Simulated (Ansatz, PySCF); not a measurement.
Gas-phase reaction (SMILES): FC(Cl)(Cl)Cl + 4 [H][H] (H2) -> C (CH4) + 3 Cl (HCl) + F (HF); energy of full hydrogenation.

Geometries: B3LYP-D3(BJ)/def2-TZVP minima from Ansatz (a first-principles code). Cores are frozen in the correlated levels unless marked. No spin-orbit coupling. No relativistic terms. CBS marks a two-point X^-3 extrapolation of the correlation energy; Hartree-Fock from the larger set. Thermal terms are rigid-rotor harmonic-oscillator values from B3LYP-D3(BJ) frequencies (Ansatz or PySCF) at 298.15 K and 1 atm. 1 Eh = 627.5095 kcal/mol.

```csv
species,"E, CCSD(T)/CBS(cc-pV(T+d)Z,cc-pV(Q+d)Z) (Ansatz) (Eh)","E, PBE/def2-TZVPD (Ansatz) (Eh)",H - E (Eh)
FC(Cl)(Cl)Cl,-1517.13644,-1517.94093,0.01713
[H][H] (H2),-1.17450,-1.16589,0.01336
C (CH4),-40.45816,-40.46301,0.04840
Cl (HCl),-460.37849,-460.62833,0.01000
F (HF),-100.39146,-100.39521,0.01259
```

**Question.** Work out ΔE and ΔH at 298.15 K at the first level, then ΔH at the second.

**Answer.** 
1. ΔE = [(-40.45816) + 3×(-460.37849) + (-100.39146)] - [(-1517.13644) + 4×(-1.17450)] = -0.15065 Eh = -94.5 kcal/mol at CCSD(T)/CBS(cc-pV(T+d)Z,cc-pV(Q+d)Z).
2. The terms H - E add up to 0.02042 Eh, so ΔH = (-0.15065 + (0.02042))×627.5095 = -81.7 kcal/mol.
3. At PBE/def2-TZVPD the same steps give ΔE = -87.0 and ΔH = -74.2 kcal/mol, a shift of +7.5 from the first level.
4. Tabulated enthalpies of formation (FC(Cl)(Cl)Cl -69.5 kcal/mol, ATcT 1.112; [H][H] (H2) 0.0 kcal/mol, zero by definition; C (CH4) -17.8 kcal/mol, ATcT 1.112; Cl (HCl) -22.0 kcal/mol, ATcT 1.112; F (HF) -65.2 kcal/mol, ATcT 1.112) give ΔH = -79.5, so the errors are -2.2 and +5.3 kcal/mol; the tables hold anharmonic motion, scalar relativity, which both levels lack, and core correlation, which the frozen-core level lacks.
